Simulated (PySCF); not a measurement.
Species: C₃H₆ClGeN.
SMILES with atom numbers: `[CH2:1]=[N:2]/[C:3]([Cl:4])=[CH:5]\[GeH3:6]` (hydrogens: H7, H8 on C1; H9 on C5; H10, H11, H12 on Ge6)

Computed with PBE0-D3(BJ)/def2-SVP geometry optimisation, gas phase in PySCF 2.14.0.

Problem. What internal coordinates does the optimisation give?

Solution. 
```csv
bond,length (Å),order
C1=N2,1.269,double
N2–C3,1.379,single
C3–Cl4,1.764,single
C3=C5,1.342,double
C5–Ge6,1.946,single
C1–H7,1.103,single
C1–H8,1.097,single
C5–H9,1.093,single
"Ge6–H10, Ge6–H11, Ge6–H12",1.538,single
```

Bonds in one row agree within 0.01 Å and their mean is given. Orders are formal, as drawn. A selection of angles:
```csv
angle,degrees
N2–C1–H7,122.8
N2–C1–H8,118.6
H7–C1–H8,118.6
C1–N2–C3,123.3
N2–C3–Cl4,119.2
N2–C3–C5,120.6
Cl4–C3–C5,120.2
C3–C5–Ge6,119.9
C3–C5–H9,118.7
Ge6–C5–H9,121.4
C5–Ge6–H10,110.6
C5–Ge6–H11,107.2
H10–Ge6–H11,109.1
```

Dihedral angles: C1–N2–C3–Cl4 0° (synperiplanar); N2–C3–C5–Ge6 0° (synperiplanar).

N2 (imine nitrogen) is bent (angle 123.3°). Of the pairs four or more bonds apart, Cl4···H7 is among the closest relative to their van der Waals radii: 2.55 Å, 86 % of the sum of Bondi's values. The C–N distances run from 1.269 Å (C1=N2, drawn double) to 1.379 Å (N2–C3, drawn single), a spread of 0.110 Å. Ge6 (germanium bonded to C and 3 H) is tetrahedral (angles from 107.2° to 110.8°). The 6 heavy atoms lie in one plane (0.002 Å rms).

Point group: Cs (every atom within 0.08 Å of its image). PBE0-D3(BJ)/def2-SVP frequencies: not computed here. The numbers are those of one conformer.

Time: 1.7 min of wall time; peak memory 0.53 GiB. Hardware: Arm Neoverse N1, one thread, shared host with 64 logical CPUs at a one-minute load of 31. This is the geometry optimisation.
